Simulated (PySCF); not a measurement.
Excitation energy of Sr by level of theory

Sr [Kr] 5s2 (1S) → Sr [Kr] 4d2 (3F), as a difference of total energies. Calculation: PySCF 2.14, in aug-cc-pwCVTZ-X2C (10s9p7d3f, 93 functions); scalar relativity by spin-free X2C-1e. Correlated levels: valence: [Kr] frozen. The calculations carry no spin-orbit coupling.

```
           method  excitation energy (eV)
              UHF                   4.378
    MP2 (valence)                   4.758
SCS-MP2 (valence)                   4.951
   CCSD (valence)                   4.830
```

**Question.** How much does correlation contribute at MP2 (valence)?

**Answer.** 4.758 − (4.378) = 0.380 eV, measured against UHF.

A first-order spin-orbit estimate (lowest level to lowest level, LS coupling) adds -0.020 eV.

With two correlated electrons CCSD is exact in that space.
